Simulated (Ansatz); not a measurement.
`O[SiH2][AlH][Cl]` + CH₃NH₂ → `C[NH][AlH][Cl]` + silanol at 700 K and 1 bar (cleavage of the Al–Si bond).

Isolated molecules relaxed with PBE0-D4/def2-TZVP in Ansatz; ΔE leaves out vibrations. CCSD(T)/CBS adds triple-zeta CCSD(T) − MP2 to the extrapolated MP2 energy (def2 sets, frozen cores). One conformer a species, not always the lowest.

| species | CCSD(T)/CBS energy (Eh) | H − E (kJ/mol) | S (J/(mol·K)) |
| --- | --- | --- | --- |
| `O[SiH2][AlH][Cl]` | -1068.55078 | 176.7 | 473.8 |
| CH₃NH₂ | -95.75281 | 207.6 | 296.6 |
| `C[NH][AlH][Cl]` | -797.65353 | 231.9 | 426.2 |
| `O[SiH3]` | -366.69042 | 144.6 | 321.6 |

H − E and S are ideal-gas, rigid-rotor, harmonic terms from PBE0-D4/def2-TZVP, for one conformer and one mirror image of each species. 1 Eh = 2625.50 kJ/mol, R = 8.31446 J/(mol·K).

Task: By hand: ΔE, ΔH, ΔS and ΔG.

Result: ΔE = (-797.65353) + (-366.69042) − (-1068.55078) − (-95.75281) = -0.04036 Eh = -106.0 kJ/mol. Δ(H − E) = 231.9 + 144.6 − 176.7 − 207.6 = -7.8, so ΔH = -113.8 kJ/mol. ΔS = 426.2 + 321.6 − 473.8 − 296.6 = -22.6 J/(mol·K). ΔG = -113.8 − 700 × (-22.6)/1000 = -98.0 kJ/mol.

Task: By hand: the equilibrium constant, and the temperature at which ΔG would vanish if ΔH and ΔS stayed fixed.

Result: log₁₀ K = −ΔG/(RT ln 10) = 7.3. ΔG = 0 at ΔH/ΔS = 5035 K, far beyond where these terms or the molecules hold.

ΔH outweighs TΔS. A doubt of 5 kJ/mol in ΔE shifts log₁₀ K by 0.4 here. Other conformers and mirror images would add mixing entropy, several J/(mol·K) or more a flexible species. Modes under 60 cm⁻¹, often nearly free rotors, make the harmonic entropy too high. These are equilibria of isolated gas molecules and say nothing of rates. Largest T1 diagnostic: 0.011 (customary marks: 0.02 for closed shells, 0.045 for open ones).
